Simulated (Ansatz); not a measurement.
`O[Si](F)([SiH3])S` → F• + 5 H• + O• + S• + 2 Si•  (atomization)

Isolated molecules relaxed with PBE0-D4/def2-TZVP in Ansatz; ΔE leaves out vibrations. CCSD(T)/CBS adds triple-zeta CCSD(T) − MP2 to the extrapolated MP2 energy (def2 sets, frozen cores). This one scheme is used for every species, atoms too. Functionals use def2-TZVPP. B3LYP here is the variant with VWN-RPA as its local correlation; programs differ in this. Open shells (•) are unrestricted, without spin–orbit coupling. Spin–orbit coupling would lower the free atoms: a little for F, O, S, Si. Each species was taken in one conformer, which may not be the lowest.

| level | ΔE (kJ/mol) | difference from CCSD(T)/CBS |
| --- | --- | --- |
| PBE-D4 | 3442.1 | -5.3 |
| r2SCAN-D4 | 3437.9 | -9.5 |
| B3LYP-D4 | 3408.3 | -39.1 |
| ωB97X-V | 3455.2 | 7.8 |
| ωB97M-V | 3440.6 | -6.8 |
| PBE | 3416.3 | -31.1 |
| r2SCAN | 3431.7 | -15.7 |
| PBE0 | 3365.1 | -82.3 |
| HF/def2-TZVPP | 2497.4 | -950.0 |
| MP2/def2-TZVPP | 3392.1 | -55.3 |
| SCS-MP2/def2-TZVPP | 3378.0 | -69.4 |
| HF/def2-QZVPP | 2506.1 | -941.3 |
| MP2/def2-QZVPP | 3459.3 | 11.9 |
| SCS-MP2/def2-QZVPP | 3451.8 | 4.4 |
| HF/CBS(def2) | 2507.4 | -940.0 |
| CCSD/CBS(def2) | 3398.3 | -49.1 |
| CCSD(T)/CBS | 3447.4 | 0 |

Largest T1 diagnostic among the species: 0.013.

From PBE to PBE0 (25 % exact exchange), in def2-TZVPP and without D4, ΔE moves by −51.2 kJ/mol: exact exchange takes away binding that semilocal exchange gives to molecules. The D4 term adds +42.1 kJ/mol with B3LYP and +22.1 kJ/mol with PBE0; it sums over pairs of atoms, weighted by their polarisabilities, and B3LYP, whose exchange is more repulsive, gets the larger term. In def2-TZVPP, CCSD(T) changes the Hartree–Fock value by +838.2 kJ/mol (the triples alone add +49.1 kJ/mol) and MP2 by +894.7 kJ/mol; breaking electron pairs costs correlation energy, which Hartree–Fock lacks.

For atomizations the MP2-based limit and the directly extrapolated one differ by several kJ/mol either way, and by 10 to 25 for some Ge, Se and Sn compounds, so smaller differences from it don't rank the levels.
